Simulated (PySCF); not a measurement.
C6H5AlCl2, SMILES c1cccc[c]1[Al]([Cl])[Cl], singlet, PBE0/def2-SVP optimised geometry.

```
14

Al     1.05     1.60     0.00
Cl     3.15     1.60     0.00
Cl     0.06     3.45     0.00
C      0.06    -0.06     0.00
C     -1.34    -0.06     0.02
C     -2.06    -1.26     0.02
C     -1.38    -2.47     0.02
C      0.02    -2.49     0.00
C      0.73    -1.30     0.00
H     -1.89     0.89     0.02
H     -3.15    -1.24     0.03
H     -1.94    -3.41     0.02
H      0.55    -3.45     0.00
H      1.82    -1.33    -0.01
```

Density from PBE0/def2-TZVP (PySCF 2.14.0) at that geometry.

Minimum of the electron density along straight lines between bonded atoms, close to the bond critical point (lines longer than 1.1 times the sum of covalent radii, or with two minima, are not listed):

```
bond     length / Å  ρ at the minimum / e bohr⁻³  ∇²ρ there / e bohr⁻⁵  position (fraction from the first atom)
-------  ----------  ---------------------------  --------------------  ---------------------------------------
Al1–Cl2       2.098                        0.075                  0.30                                     0.38
Al1–Cl3       2.098                        0.075                  0.31                                     0.38
Al1–C4        1.928                   (withheld)                  0.29                                     0.40
C4–C5         1.407                        0.306                 -0.87                                     0.50
C5–C6         1.394                        0.316                 -0.93                                     0.50
C6–C7         1.395                        0.316                 -0.93                                     0.50
C7–C8         1.395                        0.316                 -0.93                                     0.50
C4–C9         1.407                        0.306                 -0.87                                     0.50
C8–C9         1.394                        0.316                 -0.93                                     0.50
C5–H10        1.095                        0.281                 -0.99                                     0.65
C6–H11        1.093                        0.280                 -0.98                                     0.65
C7–H12        1.093                        0.281                 -0.99                                     0.65
C8–H13        1.093                        0.280                 -0.98                                     0.65
C9–H14        1.095                        0.281                 -0.99                                     0.65
```

### Question
What belongs in the gaps?

### Answer

- Al1–C4, ρ at the minimum / e bohr⁻³: 0.093
